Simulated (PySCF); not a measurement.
AlHI2, SMILES [I][AlH][I].

The structure is a stationary point at B3LYP-D3(BJ)/def2-SVP. The def2 effective core potentials stand for the cores of I; spin–orbit coupling is left out.

Method: PySCF with r2SCAN/def2-TZVPD.

Isolated molecule, no solvent.

The total energy comes out as -838.77597 hartree. The point group comes out as C2v. The highest occupied level is -6.98 eV. The lowest empty level is -2.39 eV. The orbital gap is 4.59 eV and the dipole moment is 0.55 D. The quadrupole, principal values (traceless, Buckingham form, about the centre of nuclear charge) is -1.99, -1.14, 3.12 D·Å. The mean static polarisability is 100.4 bohr³ (14.88 Å³) and the polarisability, principal values comes out as 77.7, 92.1, 131.4 bohr³.
